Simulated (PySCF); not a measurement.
# Vertical excitation energies

Species: C5H7F3O.
SMILES: `C[C@@H]1[C@@H](F)[C@@H]1OC(F)F`

Computed, not measured: TDDFT B3LYP/def2-SVPD, vertical, gas phase, core orbitals frozen in the response in PySCF 2.14.0, density-fitted response routines. One conformer (not necessarily the lowest) at the PBE0-D3(BJ)/def2-SVP geometry, without solvent, vibrations or thermal averaging. Torsions of this conformer, `[CH3:1][C@@H:2]1[C@@H:3]([F:4])[C@@H:5]1[O:6][CH:7]([F:8])[F:9]`: C3–C5–O6–C7 73°, C5–O6–C7–F8 -80°.

| state | E (eV) | E (hartree) | f | main configurations (H = HOMO, L = LUMO) |
| --- | --- | --- | --- | --- |
| S1 | 7.17 | 0.2635 | 0.0037 | H→L (95%) |
| S2 | 7.67 | 0.2820 | 0.0042 | H-1→L (93%) |
| S3 | 7.72 | 0.2838 | 0.0013 | H→L+1 (87%) |
| S4 | 7.81 | 0.2872 | 0.012 | H→L+2 (95%) |
| S5 | 8.04 | 0.2955 | 0.0044 | H→L+3 (91%) |
| S6 | 8.29 | 0.3046 | 0.017 | H-1→L+1 (50%), H-1→L+2 (43%) |
| S7 | 8.35 | 0.3069 | 0.021 | H-1→L+2 (55%), H-1→L+1 (39%) |
| S8 | 8.58 | 0.3152 | 0.0057 | H-1→L+3 (91%) |
| S9 | 8.73 | 0.3207 | 0.0039 | H→L+4 (84%), H→L+5 (9%) |
| S10 | 8.89 | 0.3267 | 0.012 | H→L+5 (86%), H→L+4 (10%) |

Triplets (Tamm–Dancoff): T1 6.94 eV, H→L (87%); T2 7.48 eV, H-1→L (91%); T3 7.64 eV, H→L+1 (77%), H→L+3 (10%), H→L (9%); T4 7.74 eV, H→L+2 (93%).

The lowest singlet lies at 7.17 eV (173 nm, vacuum ultraviolet) and is very weak; its leading configuration is HOMO→LUMO (95%). The most intense listed level is S7 at 8.35 eV (148 nm, f = 0.021), 1.18 eV above S1. Löwdin shares by element: HOMO carbon 39% or more, oxygen 18%, fluorine 16% or more (atoms not listed hold the other 28%); LUMO hydrogen 24% or more, carbon 12% or more, oxygen 10% (atoms not listed hold the other 54%). The oscillator strengths of these states sum to 0.085; summed over the whole spectrum of an exact calculation they would give the number of electrons, 72 (Thomas–Reiche–Kuhn). Weighted by f, the mean energy of these states is 8.26 eV. Of the 10 states listed, 4 reach f = 0.01 and none stays under 0.0005. The vertical ionisation energy (ΔSCF) is 10.19 eV, 1.29 eV above S10. The window holds the lowest 10 singlets.

Without π bonds the low states are Rydberg-like; a valence basis with one diffuse set may place them up to an eV too high.
